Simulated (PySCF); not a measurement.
## Working with the constants of YbS

PBE constants of YbS, singlet, about 13.8 electrons in the 4f shell (Mulliken) (Yb x2c-SVPall, S x2c-SVPall; spin-free X2C with a Gaussian nucleus (PySCF 2.14); masses 173.9389 and 31.9721 u):

* ωe: 392.0 cm⁻¹
* ωexe: 1.01 cm⁻¹
* Be: 0.11462 cm⁻¹
* αe: 0.000397 cm⁻¹
* D (centrifugal): 3.92e-08 cm⁻¹
* De to Yb (4f14 6s2) + S: 3.68 eV

**Question.** Give the vibrational terms G(v) and spacings up to v = 6.

**Answer.** G(v) = ωe(v+½) − ωexe(v+½)².

| v | G(v) (cm⁻¹) | G(v) − G(v−1) | Bv (cm⁻¹) |
| --- | --- | --- | --- |
| 0 | 195.7 |  | 0.1144 |
| 1 | 585.7 | 390.0 | 0.1140 |
| 2 | 973.7 | 388.0 | 0.1136 |
| 3 | 1359.6 | 385.9 | 0.1132 |
| 4 | 1743.5 | 383.9 | 0.1128 |
| 5 | 2125.4 | 381.9 | 0.1124 |
| 6 | 2505.3 | 379.9 | 0.1120 |

A state of this spin cannot dissociate to the ground-state fragments, so its own limit lies higher than the one that De refers to.

These are scalar-relativistic numbers at best; spin–orbit coupling would shift them, the dissociation energy most.
